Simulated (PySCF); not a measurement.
A structure optimised at PBE-D3(BJ)/def2-SVP, used in a PySCF frequency run:

```xyz
9

O     -1.2286     0.3125    -1.2547
Si    -0.2954    -0.2051     0.0250
O     -0.9475    -0.0208     1.5516
O     -0.1199    -1.8488    -0.1880
S      1.4827     0.9989    -0.0459
H     -1.8377    -0.3793    -1.5720
H     -0.9417     0.8975     1.8748
H      0.1768    -2.3282     0.6051
H      1.3841     1.1550    -1.3950
```

Q: Write its SMILES and formula.

A: O[Si](O)(O)S, H₄O₃SSi

Q: What are its rotational constants (standard atomic weights)?

A: 3.8558, 2.3503, 2.2017 GHz
